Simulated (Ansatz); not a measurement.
Coupled-cluster diagnostics for the cluster Cu2Te (the lowest singlet isomer of a short search), Ansatz.

Geometry of the singlet (B3LYP-D4/def2-TZVP):

```tsv
atom	x (Å)	y (Å)	z (Å)
Cu1	0.0132	0.3524	-1.4420
Cu2	-0.0250	0.9649	1.1279
Te3	0.0118	-1.3173	0.3141
```

In the def2 sets Te takes a core potential; there is no spin–orbit coupling. Correlated methods freeze 22 core orbitals; core or outer-core shells of Te are correlated, in sets that lack core-valence functions. The structure comes from a short search, and lower isomers may exist.

Q: Estimate the CCSD(T) correlation energy, the shares of MP2 and (T), T1 and the reference's ⟨S²⟩ for: charge 0, singlet, own geometry in def2-TZVPP; and the rough time on 2 threads of AMD EPYC 7R13 on a shared host and a share (18 GiB) of an NVIDIA H100 80GB HBM3.

A: 
```csv
state,basis,correlation (eV),MP2 share (%),(T) share (%),T1,⟨S²⟩ (pure),wall time
"charge 0, singlet, own geometry",def2-TZVPP,-37.238,108.1,4.0,0.026,0.00 (0.00),5.5 s
```
Customary marks for T1 are 0.02 (closed shells), 0.045 (open shells) and about 0.05 (3d metals). T1 exceeds 0.02 in 1 of 1 rows and 0.045 in 0; the higher it lies, the less the single-reference result can be trusted.
